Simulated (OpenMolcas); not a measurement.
**Pr4+ in a point-charge field**

Pr4+ among 6 point charges of -2 e arranged as an octahedron (Oh), 2.8 Å from the ion.

* Program: OpenMolcas 26.06
* Method: SS-CASPT2, IPEA 0.25 Eh, imaginary shift 0.1 Eh (closed shells correlated: 5s 5p)
* Basis: ANO-RCC-VDZP [7s6p4d2f1g]
* Scalar Hamiltonian: DKH2, point nucleus
* Active space: 1 electron in 7 orbitals (4f)
* State averaging: 2S+1 = 2 odd, 7 roots
* Spin-orbit coupling: RASSI with atomic mean-field integrals over the reference wave functions

The lowest spin-free states (labels of O, the rotations of Oh), above the lowest:

```
State  Degeneracy  E (cm-1)  Free-ion L (%)
  2A2           1         0         F (100)
  2T2           3        75         F (100)
  2T1           3       330         F (100)
```

The lowest levels with spin-orbit coupling:

| E (cm-1) | Degeneracy | Label | 2S+1 | J | |mJ| (%) | g |
| --- | --- | --- | --- | --- | --- | --- |
| 0 | 2 | Γ7 | 2 | 2.50 | 3/2 (83) | 1.41 1.41 1.41 |
| 190 | 4 | Γ8 | 2 | 2.50 | 1/2 (50) |  |
| 3130 | 2 | Γ7 | 2 | 3.50 | 5/2 (75) | 3.41 3.41 3.41 |
| 3270 | 4 | Γ8 | 2 | 3.50 | 3/2 (37) |  |
| 3430 | 2 | Γ6 | 2 | 3.50 | 1/2 (58) | 2.67 2.67 2.67 |

Powder χT (cm3 K/mol): 0.196 at 2 K, 0.232 at 10 K, 0.411 at 50 K, 0.595 at 100 K, 0.738 at 200 K, 0.779 at 300 K. The effective moment at 300 K is 2.828 √(χT) = 2.50 μB.

Hund's rules give f1 the level 2F5/2 with g = 0.857, so an isolated free-ion multiplet has χT = g² J(J+1) / 8 = 0.804 cm3 K/mol. The computed 0.779 at 300 K differs by -3 %, through the field's splitting, the mixing of terms and any other multiplet in reach.

Stevens parameters of the J = 5/2 multiplet, which is 188 cm-1 wide (cm-1, z along the main axis): B40 = 5.226e-01, B44 = 2.615e+00.

Roots that are degenerate in the reference are averaged as groups; the widest CASPT2 spread within a group is 62 cm-1 (the 3-fold group of multiplicity 2 near 327 cm-1 above the lowest state of its run). Shifts and gaps below about the spread of the groups concerned are not significant. Point charges carry no covalency, so the field is a model and not that of real ligands. No measured value stands beside these numbers.

The CASPT2 steps took 1.2 s on 1 thread of Arm Neoverse V2, on a shared host; the integral step is not counted.
